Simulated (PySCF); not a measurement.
# From computed data to an observable: chemical shift, span and skew from a shielding tensor

C3H9NSi, SMILES NC/C=C/[SiH3]. Atoms are numbered in the order given.

```xyz
14

N     -2.7043    -1.0313    -0.2850
C     -1.9557     0.0125     0.4144
C     -0.4603    -0.1795     0.4048
C      0.4360     0.6640    -0.1338
Si     2.2795     0.3564    -0.1606
H     -2.5603    -1.9356     0.1668
H     -2.3464    -1.1325    -1.2359
H     -2.3154     0.0460     1.4587
H     -2.2042     0.9909    -0.0307
H     -0.1127    -1.1202     0.8584
H      0.0519     1.5923    -0.5820
H      2.5655    -0.9581     0.4860
H      3.0172     1.4304     0.5709
H      2.8017     0.3337    -1.5608
```

Coordinates come from a B3LYP-D3(BJ)/def2-SVP optimisation. The structure was generated by enumeration; whether it is a known compound was not checked. One conformer was computed; it need not be the lowest.

GIAO shieldings from B3LYP/pcSseg-1 (PySCF), non-relativistic, no solvent. The symmetric part of the tensor of N1 has the principal values 188.9, 224.2, 237.2 ppm. The same nucleus in NH3 has σ = 265.5 ppm at this level (PySCF, at its B3LYP-D3(BJ)/def2-TZVP geometry).

Question: Work out the isotropic shielding, the ¹⁵N shift against NH3, the span and the skew.

Answer: 
σ(iso) = (σ11 + σ22 + σ33)/3 = 216.8 ppm. δ = σ(ref) − σ(iso) = 265.5 − (216.8) = 48.7 ppm.
Span Ω = σ33 − σ11 = 48.3 ppm. Skew κ = 3(σ(iso) − σ22)/Ω = -0.46. Tumbling in solution averages the tensor to δ; in a static solid the shielding alone would spread this spin-1/2 line over Ω.
